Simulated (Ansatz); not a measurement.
Relaxation of Cl2H3Sn (6 atoms, charge 0, multiplicity 2), to a largest force component of 0.03 eV/Å in at most 50 steps.

These are results of Ansatz, UKS PBE0-D4/def2-SVP, not measurements.

```xyz
6
Properties=species:S:1:pos:R:3
Sn 0.011 -0.019 -0.092
Cl -0.069 0.123 2.292
H 1.648 0.077 -0.551
Cl -1.083 1.877 -0.920
H -0.890 -1.388 -0.549
H 0.070 -0.123 4.848
```

**Question.** Where does it end, and by what steps?

**Answer.** The forces met the threshold. The force dipped under the threshold on the way, but the program's further checks kept it going. After 7 steps the energy has fallen by 0.039 eV; H6 moved furthest, 0.59 Å.

```tsv
step	energy less start (eV)	largest force component (eV/Å)	accepted
0	0.0000	0.673	yes
1	-0.0149	0.191	yes
2	-0.0250	0.077	yes
3	-0.0353	0.056	yes
4	-0.0382	0.023	yes
5	-0.0391	0.015	yes
6	-0.0393	0.011	yes
7	-0.0393	0.002	yes
```

```xyz
6
Properties=species:S:1:pos:R:3
Sn 0.009 -0.014 -0.195
Cl -0.072 0.129 2.143
H 1.643 0.084 -0.662
Cl -1.086 1.882 -1.028
H -0.893 -1.380 -0.661
H 0.087 -0.153 5.433
```

Whether the end is a true minimum wasn't checked by a vibrational analysis.

Run time: 25 s on 2 threads of Arm Neoverse V2, with other jobs on the host, peak memory 0.22 GiB.
